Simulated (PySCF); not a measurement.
## Molecular orbitals of KCa⁺

PBE0 at R = 4.121 Å; K x2c-SVPall, Ca x2c-SVPall; spin-free X2C with a Gaussian nucleus (PySCF 2.14). State: ¹Σ⁺ (singlet), closed shell. Only the outer orbitals are listed, counted within each symmetry.

```tsv
orbital	occ.	ε (eV)	on K (%)	main shells (%)
8σ	2	-43.66	100	100 K s
3π	2	-34.44	0	100 Ca p
3π	2	-34.44	0	100 Ca p
9σ	2	-34.39	0	100 Ca p
4π	2	-25.74	100	100 K p
4π	2	-25.74	100	100 K p
10σ	2	-25.70	100	100 K p
11σ	2	-8.03	17	80 Ca s, 11 K s
12σ	0	-5.17	61	61 K s, 19 Ca p, 16 Ca s
5π	0	-4.29	21	60 Ca d, 18 Ca p, 18 K p
5π	0	-4.29	21	60 Ca d, 18 Ca p, 18 K p
```

Q: Which are the highest filled and the lowest empty level, where do they sit, and how wide is the gap?

A: Highest filled 11σ at -8.03 eV (in %: 80 Ca s, 11 K s); lowest empty 12σ at -5.17 eV (in %: 61 K s, 19 Ca p, 16 Ca s); the gap at PBE0 is 2.86 eV.

| Quantity | Value |
| --- | --- |
| bond order (Mayer) | 0.57 |
| ⟨S²⟩ | 0.000 |
| charge on K (Mulliken, basis-dependent) | 0.66 |
| charge on K (Löwdin, basis-dependent) | 0.54 |
| dipole moment (positive dipole points towards Ca; it is taken about the centre of mass and depends on that origin) | -3.16 D |
| polarisability along the bond | 211.8 bohr³ |
| polarisability across the bond | 110.4 bohr³ |

Closed-shell solutions of metal pairs were not tested for spin polarisation, which can lower them a little.
